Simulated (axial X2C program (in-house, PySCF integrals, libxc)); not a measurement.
## TmBr⁺: the levels of the configuration f13 s0

Calculated with an axial X2C code built on PySCF integrals: two-component X2C with atomic mean-field Coulomb and Gaunt terms, basis Tm dyall-v3z, Br dyall-v3z (cores contracted in-house). Orbitals come from Hartree–Fock averaged over the configuration Tm f13 s0; CI then distributes these electrons over the f, s shells of Tm.

R = 2.614 Å (near the minimum of the configuration average).

Lowest levels of this model:

| Ω | energy (cm⁻¹) | g∥ | configuration |
| --- | --- | --- | --- |
| 1/2 | 0 | 1.15 | 100% f13 |
| 3/2 | 114 | 3.45 | 100% f13 |
| 5/2 | 349 | 5.74 | 100% f13 |
| 7/2 | 699 | 8.00 | 100% f13 |
| 1/2 | 8623 | 0.85 | 100% f13 |
| 3/2 | 8828 | 2.55 | 100% f13 |
| 5/2 | 9229 | 4.26 | 100% f13 |

g∥ is the magnitude of 2⟨Lz + ge Sz⟩ for the +Ω component.

(1) From Ω and g∥ of the lowest level, whose 2⟨Lz + ge Sz⟩ is positive, find ⟨Sz⟩ and ⟨Lz⟩ (ge = 2.0023).

Occupations of the active spinors in the lowest level by ω, shell by shell in order of energy: -7/2: 1.00; -5/2: 1.00 1.00; -3/2: 1.00 1.00; -1/2: 1.00 0.00 0.00; 1/2: 1.00 1.00 0.00; 3/2: 1.00 1.00; 5/2: 1.00 1.00; 7/2: 1.00. The leading determinant has weight 1.00 among 67.

This point took 3.9 s on 1 thread of Arm Neoverse N1, on a shared host.

There is no dynamic correlation: spin–orbit spacings and, for f shells, spacings inside one term are the most reliable numbers, splittings between terms come out too wide, and energies between configurations are not reliable, so the lowest level need not be the ground state of the molecule. At most 4 roots were kept for each Ω > 0 (twice that for Ω = 0) within 2.2 eV of the lowest, so higher up levels can be missing between those listed; levels with Ω > 0 are doubly degenerate and listed once, Ω = 0 levels singly. States that fill the shells left empty in the average are placed too high.

Answers

(1) Ω = ⟨Lz⟩ + ⟨Sz⟩ = 1/2 and ⟨Lz⟩ + ge⟨Sz⟩ = 0.575, so ⟨Sz⟩ = 0.07 and ⟨Lz⟩ = 0.43.
